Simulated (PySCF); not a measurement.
## Polarisability and C₆ of B²⁺ (boron, charge +2)

[He] 2s1, 2S determinant. Computed with PySCF 2.14 in def2-QZVPPD (8s4p4d2f1g, 63 functions), with the non-relativistic Hamiltonian (point nucleus). Coupled (time-dependent) response in atomic units; α is the mean over directions.

| method | mean α (bohr³) | C₆ (like pair) | S(−4) |
| --- | --- | --- | --- |
| UHF | 7.931 | 11.13 | 154.9 |
| PBE | 6.959 | 9.223 | 119.0 |
| PBE0 | 7.179 | 9.646 | 126.7 |
| M06 | 6.349 | 7.712 | 108.3 |
| TPSSh | 7.204 | 9.948 | 120.4 |

S(−4) is the Cauchy moment in α(ω) = α(0) + S(−4) ω² + …

α(iu) at UHF:

```tsv
u (hartree)	α(iu) (bohr³)
0	7.931
0.0500	7.562
0.100	6.644
0.200	4.514
0.300	2.999
0.500	1.533
0.750	0.8490
1.00	0.5526
1.50	0.2989
2.00	0.1920
3.00	0.1021
5.00	0.04625
```

A single London oscillator, α(iu) = α/(1 + u²/ω²), gives C₆ = (3/4) ω α². Matching the computed C₆ needs ω = 4 × 11.13 / (3 × 7.931²) = 0.236 hartree.

For an ion, C₆ is the dispersion term alone; charge-induced terms of lower order in 1/R come first.
